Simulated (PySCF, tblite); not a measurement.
Isomers of C10H9F. Calculated harmonic vibrations of the isolated species, GFN2-xTB (tblite), most abundant isotopes, no scaling. Against measured fundamentals such values can be off by several per cent, at times by over 20. One conformer each.

Electronic energies: PBE0/pcSseg-1 single points on the GFN2-xTB geometries (PySCF, gas phase).

| SMILES | electronic energy, lowest = 0 (kJ/mol) |
| --- | --- |
| CC#Cc1cccc(C)c1F | 132.5 |
| C=CC(=C)C(F)=C1C=CC=C1 | 253.3 |
| C#CC(=C)C/C(C#CC)=C/F | 474.0 |
| F[C@H]1C=Cc2ccccc2C1 | 0.0 |

Question: How do GFN2-xTB zero-point energies change the relative energies?

Answer: 
| SMILES | ZPE (kJ/mol) | of it from modes above 1550 cm⁻¹ | electronic (kJ/mol) | with ZPE, lowest = 0 (kJ/mol) | lowest mode (cm⁻¹) | rings |
| --- | --- | --- | --- | --- | --- | --- |
| F[C@H]1C=Cc2ccccc2C1 | 412.9 | 192.4 | 0.0 | 0.0 | 65 | 2 |
| CC#Cc1cccc(C)c1F | 401.8 | 196.8 | 132.5 | 121.3 | 35 | 1 |
| C=CC(=C)C(F)=C1C=CC=C1 | 399.7 | 207.5 | 253.3 | 240.1 | 51 | 1 |
| C#CC(=C)C/C(C#CC)=C/F | 390.1 | 213.5 | 474.0 | 451.2 | 16 | 0 |

The zero-point energies span 22.8 kJ/mol, from `C#CC(=C)C/C(C#CC)=C/F` to `F[C@H]1C=Cc2ccccc2C1`. The order is unchanged.

Question: And how do the electronic energies of GFN2-xTB itself compare?

Answer: `F[C@H]1C=Cc2ccccc2C1` 0.0; `CC#Cc1cccc(C)c1F` 114.0; `C=CC(=C)C(F)=C1C=CC=C1` 263.3; `C#CC(=C)C/C(C#CC)=C/F` 428.5 kJ/mol, lowest = 0. Against the energies above, taken from the same isomer `F[C@H]1C=Cc2ccccc2C1`, the largest difference is 45.5 kJ/mol.
